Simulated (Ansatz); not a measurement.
```xyz
12

B     0.543   -0.715   -1.254
C     0.875   -0.657    0.247
C    -0.256   -0.133    1.137
Ga   -1.167    1.266    0.056
H     1.111   -1.383   -2.066
H    -0.319    0.035   -1.686
H     1.391   -1.541    0.637
H     1.678    0.113    0.186
H    -0.961   -0.938    1.361
H     0.113    0.243    2.095
H    -0.322    2.529   -0.367
H    -2.685    1.182   -0.348
```

The species carries charge 0 and has multiplicity 1.

**Question.** List the ωB97M-V/def2-TZVPP orbital energies in eV (Ansatz 0.2.0). (Best estimate.)

**Answer.** Ansatz gave: Occupied: -10153.01, -1256.54, -1110.74, -1110.62, -1110.61, -281.28, -281.03, -188.43, -153.86, -106.40, -106.09, -106.06, -25.50, -25.35, -25.33, -25.25, -25.19, -23.93, -19.98, -17.03, -15.22, -14.47, -13.88, -12.89, -11.97, -11.47, -10.35, -9.60. Lowest empty: 0.24, 0.84, 2.26, 2.78, 3.18, 3.30, 3.64, 3.88.
